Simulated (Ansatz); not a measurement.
Mulliken charges of C2H6CdO, SMILES `C[O][Cd][CH3]` from PBE/def2-TZVPP in Ansatz (PBE0-D4/def2-TZVP geometry).

```tsv
atom	x (Å)	y (Å)	z (Å)	charge (e)
C1	0.019	2.072	-1.258	-0.099
O2	0.073	1.610	0.056	-0.526
Cd3	0.019	-0.293	0.584	0.587
C4	-0.025	-2.256	1.289	-0.543
H5	0.851	1.710	-1.882	0.069
H6	0.079	3.168	-1.255	0.081
H7	-0.915	1.805	-1.776	0.070
H8	0.920	-2.498	1.776	0.122
H9	-0.184	-2.945	0.459	0.117
H10	-0.836	-2.374	2.008	0.122
```

Task: By hand: the dipole of these point charges (1 e Å = 4.8032 D).

Result: Σ q r = (-0.026, -0.437, -0.103) e Å, of length 0.450 e Å = 2.16 D.

Task: How does the dipole of the full density compare? (An estimate is asked.)

Result: Ansatz gave: (-0.019, -0.411, -0.022) e Å, 1.98 D; the point charges give 1.09 times that, at 10° from its direction.

Point charges leave out the atoms' own dipoles, such as those of lone pairs, and Mulliken's split depends on the basis, so the close match here is no proof of good charges.
